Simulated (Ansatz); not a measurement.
Frontier orbitals of C₂H₇BO₂ (`BC(O)CO`).

Total charge 0; spin multiplicity 1. The structure was optimised at the PBE0-D4/def2-TZVP level. It is one conformer, not always the lowest. Basis def2-TZVPP, the Gaussian-basis code of Ansatz.

```
 functional  HOMO (eV)  LUMO (eV)  gap (eV)
LDA (SPW92)      -6.50      -1.14      5.36
        PBE      -6.33      -0.97      5.36
     revPBE      -6.26      -0.88      5.38
       BLYP      -6.25      -0.97      5.28
       PBE0      -7.92      -0.01      7.91
    r2SCANh      -7.25      -0.04      7.21
    ωB97M-V     -10.33       1.50     11.83
         HF     -11.64       2.85     14.49
```

Against PBE, PBE0 changes HOMO and LUMO by −1.59 and +0.95 eV, ωB97M-V by −4.01 and +2.47 eV. A gap of 5.36 eV thus becomes 11.84 eV for the same molecule, so an orbital gap means little without its functional. A positive LUMO is unbound and depends on the basis.
